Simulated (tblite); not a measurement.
Compound: H7P3Si2.
Z-matrix (Å and degrees, GFN2-xTB geometry), rows numbered from 1:
```
P 
Si  1  2.2521
P   2  2.2743  1  114.41
Si  3  2.2616  2   82.35  1  -119.75
P   4  2.2612  3   98.03  2    -0.75
H   1  1.3819  2   93.51  3   -78.58
H   1  1.3819  2   93.27  3  -171.56
H   2  1.4722  1  116.29  3   124.61
H   3  1.3826  2   95.45  1   -24.67
H   4  1.4597  3  109.25  2  -114.49
H   4  1.4606  3  113.26  2   118.72
H   5  1.3830  2   95.58  1    25.28
```

All values are computed: GFN2-xTB (tblite) harmonic vibrations without scaling, gas phase. Against measured fundamentals such values can be off by several per cent, at times by over 20. Modes of hydrogen on phosphorus and silicon can be 10 to 20 % off. One conformer, not necessarily the lowest.

Harmonic wavenumbers (cm⁻¹): 33.6, 81.5, 100.8, 115.0, 220.4, 371.3, 395.4, 419.3, 445.3, 450.8, 482.3, 507.3, 534.5, 550.2, 594.0, 659.0, 670.4, 683.4, 691.7, 695.7, 702.8, 735.7, 1132.7, 2159.5, 2252.4, 2276.1, 2309.0, 2320.3, 2325.9, 2399.9.

A = 2229, B = 1110, C = 831.1 MHz; mass 155.930 u (most abundant isotopes); point group Cs, symmetry number 1.

**Question.** What is the zero-point energy?

**Answer.** ½Σν̃ = 13658 cm⁻¹ = 163.39 kJ/mol.

**Question.** Give the ideal-gas entropy at 298.15 K and 1 bar in the rigid-rotor, harmonic-oscillator model (classical rotation).

**Answer.** Translation 171.83, rotation 123.16, vibration 116.30: S = 411.3 J/(mol K).

**Question.** And Cp and H(298.15 K) − H(0)?

**Answer.** Cp = 154.17 J/(mol K), of which vibrations give 120.91 (their classical limit is 30 R = 249.4); H(298.15 K) − H(0) = 28.11 kJ/mol without the zero-point energy, 18.20 from vibrations.

**Question.** What must be added to the electronic energy to get the Gibbs energy at 298.15 K and 1 bar?

**Answer.** ZPE + [H(298.15 K) − H(0)] − T·S = 163.39 + 28.11 − 122.63 = 68.87 kJ/mol.

**Question.** Which modes carry the vibrational entropy at 298.15 K?

**Answer.** 33.6 cm⁻¹: 23.45; 81.5 cm⁻¹: 16.13; 100.8 cm⁻¹: 14.39; 115.0 cm⁻¹: 13.32; 220.4 cm⁻¹: 8.18; 371.3 cm⁻¹: 4.50 J/(mol K); the other 24 give 36.34 together.

**Question.** Blend soft modes into free rotors: weight 1/[1 + (100 cm⁻¹/ν̃)⁴] for the oscillator and the rest for a rotor with moment μB/(μ + B), μ = h/(8π²ν), B = 10⁻⁴⁴ kg m². What vibrational entropy results?

**Answer.** 105.25 J/(mol K) in place of 116.30, which changes −T·S at 298.15 K by +3.29 kJ/mol.

**Question.** How do the functions run with temperature in this model?

**Answer.** 
```
 T (K)  S (J/(mol K))  Cp (J/(mol K))  H − H(0) (kJ/mol)  G − H(0) (kJ/mol)  ln q(vib)
    50          250.8            54.8               2.14             -10.40       0.67
   100          294.0            71.7               5.31             -24.09       1.87
373.15          448.1           173.2              40.43            -126.76       8.48
   500          502.0           195.0              63.88            -187.12      11.46
   750          586.7           222.5             116.34            -323.69      16.74
  1000          653.3           240.2             174.33            -478.98      21.29
```

q(vib) and H(0) count from the zero-point level.

Hindered rotation and anharmonicity are outside this model. Other conformers, if any are populated, would add a mixing term that is left out.
